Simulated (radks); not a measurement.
Q: These are the eigenvalues of the occupied orbitals of an atom or ion with whole-number occupations (eV). All-electron calculation, scalar-relativistic Kohn-Sham, PBE, spin-polarised, spherical densities, finite nucleus; Fermi nuclear charge, rms radius of each element as measured or else 0.836 A^(1/3) + 0.57 fm. Program: a radial shooting solver on a logarithmic mesh with Libxc functionals.

| orbital | eigenvalue |
|---|---|
| 1s up | -4454.329 |
| 1s down | -4453.970 |
| 2s up | -530.7453 |
| 2s down | -530.4537 |
| 2p up | -444.8557 |
| 2p down | -444.4240 |
| 3s up | -106.4160 |
| 3s down | -104.8114 |
| 3p up | -84.1074 |
| 3p down | -82.5695 |

Which element is it, and in what charge state? The configuration may be excited. Open shells, if any, are filled with parallel spins first.

A: Z = 21, scandium, charge +4: Sc4+ in [Ne] 3s2 3p5. The list shows which subshells hold electrons but not how many an open one holds; the 1s level, -163.69 hartree, gives Z - s = 18.1 by -(Z - s)^2/2, which with screening and relativity narrows Z to a few neighbours, and the depths of the outer levels then fix element, charge and occupations together.
